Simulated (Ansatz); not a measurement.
Reactions of `B[SiH](C)BF`.

Calculated with Ansatz (gas phase, PBE0-D4/def2-TZVP geometries, no zero-point term in ΔE). CBS: MP2 limit from def2 TZ/QZ plus the TZ coupled-cluster correction, frozen cores. This one scheme is used for every species. DFT in def2-TZVPP. For Br outer-core shells are correlated without core-valence functions, which leaves a few kJ/mol of doubt a bond. Scalar relativity is left out up to krypton. One conformer a species, not always the lowest.

```json
{"reaction": "`B[SiH](C)BF` + `CC(O)[SiH3]` → `OC([SiH3])BF` + `B[SiH](C)C`", "ωB97M-V (kJ/mol)": "-73"}
{"reaction": "`B[SiH](C)BF` + `[SiH3]C[SiH2]Br` → `B[SiH](C)B[SiH3]` + `FC[SiH2]Br`", "ωB97M-V (kJ/mol)": "271"}
{"reaction": "`B[SiH](C)BF` + CH₃NH₂ → `CNBF` + `B[SiH2]C`", "ωB97M-V (kJ/mol)": "-171"}
{"reaction": "`B[SiH](C)BF` + `C#[C][AlH][F]` → `B[SiH](C)C#C` + `F[BH][AlH][F]`", "ωB97M-V (kJ/mol)": "46"}
{"reaction": "`B[SiH](C)BF` + `O=CB[SiH3]` → `O=CBF` + `B[SiH](C)B[SiH3]`", "ωB97M-V (kJ/mol)": "-3"}
{"reaction": "`B[SiH](C)BF` + H–F → `FBF` + `B[SiH2]C`", "ωB97M-V (kJ/mol)": "-191"}
```

Task: Give the CCSD(T)/CBS values in the same order. (An estimate is asked.)

Result: The calculation gave: -66, 270, -166, 45, -6, -182 kJ/mol.

Largest T1 diagnostic: 0.021, for `O=CB[SiH3]`.
